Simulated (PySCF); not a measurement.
## How methods differ on the excitation energy of Cu

Cu [Ar] 3d10 4s1 (2S) → Cu [Ar] 3d9 4s1 4p1 (high-spin determinant), as a difference of total energies. All numbers are calculated (PySCF 2.14, the non-relativistic Hamiltonian (point nucleus), in def2-TZVPPD). Correlated levels: valence and next inner shell: [Ne] frozen. The calculations carry no spin-orbit coupling.

| method | excitation energy (eV) |
| --- | --- |
| UHF | 2.375 |
| MP2 (valence and next inner shell) | 6.395 |
| SCS-MP2 (valence and next inner shell) | 5.916 |
| CCSD (valence and next inner shell) | 4.855 |
| CCSD(T) (valence and next inner shell) | 5.054 |

How much does correlation contribute at CCSD(T) (valence and next inner shell)?

5.054 − (2.375) = 2.679 eV, measured against UHF.

A first-order spin-orbit estimate (lowest level to lowest level, LS coupling) adds -0.085 eV.

The determinant of the upper state mixes LS terms, which raises its energy above the lowest term, most at the Hartree-Fock and MP2 levels.
